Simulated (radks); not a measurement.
Values are calculated unless marked as measured or tabulated.
All-electron atom: the rhenium ion Re10+ in [Kr] 4d10 4f14 5s2 5p3.

Level of theory: scalar-relativistic Kohn-Sham, SCAN, spin-unpolarised, spherical densities, finite nucleus; meta-GGA in the generalised Kohn-Sham scheme; Fermi nuclear charge, rms radius 5.3698 fm (a radial shooting solver on a logarithmic mesh with Libxc functionals).

Energy parts (hartree):
part                       energy
total                 -16662.6401
kinetic                18410.5778
electron-nucleus      -40842.9331
Hartree                 6095.7134
exchange-correlation    -325.9981

Orbitals (lengths in bohr, moments of r in powers of bohr; <r^-3> diverges for s and p1/2; r(max) is where P^2 peaks):
orbital	occ.	eigenvalue (hartree)	<r^-3>	r(max)	<1/r>	<r^4>
1s	2	-2642.245	-	0.01124	88.73	5.464e-07
2s	2	-464.2220	-	0.06446	20.78	0.00008161
2p	6	-405.8166	20810	0.05303	18.75	0.00006456
3s	2	-112.5786	-	0.1817	7.706	0.002979
3p	6	-95.24744	4673	0.1801	7.093	0.003226
3d	10	-75.57021	595.1	0.1470	6.689	0.002499
4s	2	-28.48910	-	0.4128	3.272	0.06912
4p	6	-22.77579	1090	0.4329	2.973	0.09179
4d	10	-15.57600	120.1	0.4431	2.653	0.1317
4f	14	-7.58012	21.70	0.4158	2.207	0.2935
5s	2	-8.90259	-	0.9132	1.371	1.594
5p	3	-7.29044	209.7	1.008	1.218	2.433

The highest occupied level is 5p at -198.38 eV. For comparison, the ionisation energy in NIST's Atomic Spectra Database is 208 eV (theoretical). In exact Kohn-Sham theory the highest level is minus the ionisation energy, but local and semilocal functionals leave it too shallow, through self-interaction and a potential that decays too fast; potentials with the right tail come closer. The electron density at the nucleus is 1.649e+06 e/bohr^3 (large components only). The density falls to 0.001 e/bohr^3 at r = 2.26 bohr.

Beside tabulated values, note that spin-unpolarised runs miss the spin-polarisation part of the exchange energy of open shells.
